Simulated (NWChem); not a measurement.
System: C3H7FSi; SMILES C=C[SiH2]CF

Here is an NWChem input.

```
start job
memory heap 200 mb stack 900 mb global 1100 mb
geometry units angstroms noautosym nocenter noautoz
  C      0.234759    -2.670817    -0.415848
  C      0.327272    -1.644674     0.438988
  Si    -0.586230    -0.026819     0.217752
  C      0.653661     1.384380    -0.101922
  F     -0.019148     2.584984    -0.212680
  H     -0.401362    -2.625783    -1.307454
  H      0.785588    -3.606336    -0.265044
  H      0.980505    -1.765424     1.314349
  H     -1.367093     0.322780     1.443769
  H     -1.514383    -0.138228    -0.948012
  H      1.389539     1.457351     0.719682
  H      1.223499     1.201057    -1.030732
end
basis spherical
  C library def2-svp
  Si library def2-svp
  F library def2-svp
  H library def2-svp
end
dft
  xc b3lyp
  iterations 150
  mulliken
end
task dft energy
esp
  recalculate
  probe 0.07
  range 0.3
  factor 1.0
  spacing 0.02
end
task esp
```

Excerpt of the output:

```
             Northwest Computational Chemistry Package (NWChem) 7.3.0
             --------------------------------------------------------

                             Geometry "geometry" -> ""
                             -------------------------

 Output coordinates in angstroms (scale by  1.889725989 to convert to a.u.)

  No.       Tag          Charge          X              Y              Z
 ---- ---------------- ---------- -------------- -------------- --------------
    1 C                    6.0000     0.23475900    -2.67081700    -0.41584800
    2 C                    6.0000     0.32727200    -1.64467400     0.43898800
    3 Si                  14.0000    -0.58623000    -0.02681900     0.21775200
    4 C                    6.0000     0.65366100     1.38438000    -0.10192200
    5 F                    9.0000    -0.01914800     2.58498400    -0.21268000
    6 H                    1.0000    -0.40136200    -2.62578300    -1.30745400
    7 H                    1.0000     0.78558800    -3.60633600    -0.26504400
    8 H                    1.0000     0.98050500    -1.76542400     1.31434900
    9 H                    1.0000    -1.36709300     0.32278000     1.44376900
   10 H                    1.0000    -1.51438300    -0.13822800    -0.94801200
   11 H                    1.0000     1.38953900     1.45735100     0.71968200
   12 H                    1.0000     1.22349900     1.20105700    -1.03073200

 Effective nuclear repulsion energy (a.u.)     213.0828054840

                                 NWChem DFT Module
                                 -----------------

 Summary of "ao basis" -> "ao basis" (spherical)
 ------------------------------------------------------------------------------
       Tag                 Description            Shells   Functions and Types
 ---------------- ------------------------------  ------  ---------------------
 C                          def2-svp                 6       14   3s2p1d
 Si                         def2-svp                 8       18   4s3p1d
 F                          def2-svp                 6       14   3s2p1d
 H                          def2-svp                 3        5   2s1p

            General Information
            -------------------
          SCF calculation type: DFT
          Wavefunction type:  closed shell.
          No. of atoms     :    12
          No. of electrons :    48
           Alpha electrons :    24
            Beta electrons :    24
          Charge           :     0
          Spin multiplicity:     1
          Use of symmetry is: off; symmetry adaption is: off
          Maximum number of iterations: 150
          AO basis - number of functions:   109
                     number of shells:    53
          Convergence on energy requested:  1.00D-06
          Convergence on density requested:  1.00D-05
          Convergence on gradient requested:  5.00D-04

              XC Information
              --------------
                         B3LYP Method XC Potential
                     Hartree-Fock (Exact) Exchange  0.200
                        Slater Exchange Functional  0.800 local
                    Becke 1988 Exchange Functional  0.720 non-local
              Lee-Yang-Parr Correlation Functional  0.810
                  VWN I RPA Correlation Functional  0.190 local

             Grid Information
             ----------------
          Grid used for XC integration:  medium
          Radial quadrature: Mura-Knowles
          Angular quadrature: Lebedev.
          Tag              B.-S. Rad. Rad. Pts. Rad. Cut. Ang. Pts.
          ---              ---------- --------- --------- ---------
          C                   0.70       49          12.0       434
          Si                  1.10       88          11.0       590
          F                   0.50       49          14.0       434
          H                   0.35       45          12.0       434
          Grid pruning is: on
          Number of quadrature shells:   599
          Spatial weights used:  Erf1

      Superposition of Atomic Density Guess
      -------------------------------------

 Sum of atomic energies:        -504.40044035

      Non-variational initial energy
      ------------------------------

 Total energy =    -506.717712
 1-e energy   =   -1117.600322
 2-e energy   =     397.799805
 HOMO         =      -0.318387
 LUMO         =      -0.019980

     ---------------------------------------------
      Total Density - Mulliken Population Analysis
     ---------------------------------------------

    Atom       Charge   Shell Charges
 -----------   ------   -------------------------------------------------------
    1 C    6     6.13   1.99  0.97  0.27  1.93  0.94  0.03
    2 C    6     6.40   1.99  0.99  0.32  1.99  1.09  0.03
    3 Si  14    13.46   2.00  1.99  1.01  0.24  5.94  1.14  0.98  0.16
    4 C    6     5.88   1.99  0.93  0.28  1.76  0.87  0.05
    5 F    9     9.44   1.99  1.14  0.78  3.45  2.07  0.00
    6 H    1     0.90   0.67  0.21  0.02
    7 H    1     0.90   0.67  0.20  0.02
    8 H    1     0.88   0.66  0.20  0.02
    9 H    1     1.08   0.70  0.37  0.01
   10 H    1     1.08   0.70  0.37  0.01
   11 H    1     0.92   0.69  0.21  0.02
   12 H    1     0.92   0.69  0.21  0.02

   convergence    iter        energy       DeltaE   RMS-Dens  Diis-err
 ---------------- ----- ----------------- --------- --------- ---------
 d= 0,ls=0.0,diis     1   -507.5312040358 -7.21D+02  8.63D-03  5.17D-01
 d= 0,ls=0.0,diis     2   -507.5411719952 -9.97D-03  4.26D-03  5.48D-01
 d= 0,ls=0.0,diis     3   -507.5888953511 -4.77D-02  9.62D-04  4.44D-02
 d= 0,ls=0.0,diis     4   -507.5925559541 -3.66D-03  2.90D-04  1.39D-03
 d= 0,ls=0.0,diis     5   -507.5926695891 -1.14D-04  1.22D-04  2.89D-04
  Resetting Diis
 d= 0,ls=0.0,diis     6   -507.5927045107 -3.49D-05  3.98D-05  2.81D-05
 d= 0,ls=0.0,diis     7   -507.5927083310 -3.82D-06  1.93D-05  1.63D-06
 d= 0,ls=0.0,diis     8   -507.5927080526  2.78D-07  1.18D-05  3.70D-06
 d= 0,ls=0.0,diis     9   -507.5927085358 -4.83D-07  2.01D-06  9.06D-08

         Total DFT energy =     -507.592708535816
      One electron energy =    -1121.854726379413
           Coulomb energy =      451.424427860461
    Exchange-Corr. energy =      -50.245215500836
 Nuclear repulsion energy =      213.082805483972

 Numeric. integr. density =       47.999985715866

                       DFT Final Molecular Orbital Analysis
                       ------------------------------------

 Vector   22  Occ=2.000000D+00  E=-3.299377D-01
              MO Center= -1.9D-01, -6.3D-01, -7.3D-02, r^2= 4.3D+00
   Bfn.  Coefficient  Atom+Function         Bfn.  Coefficient  Atom+Function
  ----- ------------  ---------------      ----- ------------  ---------------
    95      0.266808  10 H  s                19     -0.225747   2 C  py
    85      0.202164   8 H  s                36     -0.198411   3 Si px
    96      0.166596  10 H  s               100      0.152724  11 H  s
    80     -0.150236   7 H  s                20      0.148028   2 C  pz
    66      0.142292   5 F  pz               86      0.142776   8 H  s

 Vector   23  Occ=2.000000D+00  E=-3.068293D-01
              MO Center=  1.4D-01, -2.8D-01,  5.3D-02, r^2= 5.0D+00
   Bfn.  Coefficient  Atom+Function         Bfn.  Coefficient  Atom+Function
  ----- ------------  ---------------      ----- ------------  ---------------
    18      0.284091   2 C  px               64     -0.261280   5 F  px
    37      0.218553   3 Si py               50     -0.198857   4 C  px
    67      0.190359   5 F  px               21      0.174451   2 C  px
    65     -0.170258   5 F  py                5      0.168435   1 C  py
    51     -0.139289   4 C  py               68      0.129522   5 F  py

[...]

                     NWChem Electrostatic Potential Fit Module
                     -----------------------------------------

 Atom parameters

 Number of atoms is                                   12
 Number of basis functions is                        109

 Grid parameters

 Maximum number of grid points is                  48636
 Number of grid points is                          48635
 Grid range                                     0.300000 nm
 Grid spacing                                   0.020000 nm
 Probe radius                                   0.070000 nm
 Atom radius factor                             1.000000

 Atomic radii

    1    0.100000
    6    0.147000
    9    0.128000
   14    0.187000
 FASTESP  F
  using M.O. file = ./job.movecs

    Atom              Coordinates                           Charge

                                                  ESP

    1 C     0.023476   -0.267082   -0.041585   -0.208813
    2 C     0.032727   -0.164467    0.043899   -0.219892
    3 Si   -0.058623   -0.002682    0.021775    0.401025
    4 C     0.065366    0.138438   -0.010192    0.244576
    5 F    -0.001915    0.258498   -0.021268   -0.287273
    6 H    -0.040136   -0.262578   -0.130745    0.111125
    7 H     0.078559   -0.360634   -0.026504    0.109328
    8 H     0.098051   -0.176542    0.131435    0.101917
    9 H    -0.136709    0.032278    0.144377   -0.120101
   10 H    -0.151438   -0.013823   -0.094801   -0.105846
   11 H     0.138954    0.145735    0.071968   -0.008963
   12 H     0.122350    0.120106   -0.103073   -0.017085
                                            ------------
                                               -0.000000

 Dipole moment                                  0.914492

 Quadrupole moment Qxx                          4.472469
                   Qyy                         -9.237727
                   Qzz                          4.765258

 RMS deviation kJ/mol                           0.052700

 RRMS %                                        35.036449
```

Level: B3LYP/def2-SVP. All runs use the structure optimised with PBE0/def2-SVP. No frequency run checked for a minimum. B3LYP is NWChem's, with the RPA form of VWN correlation.
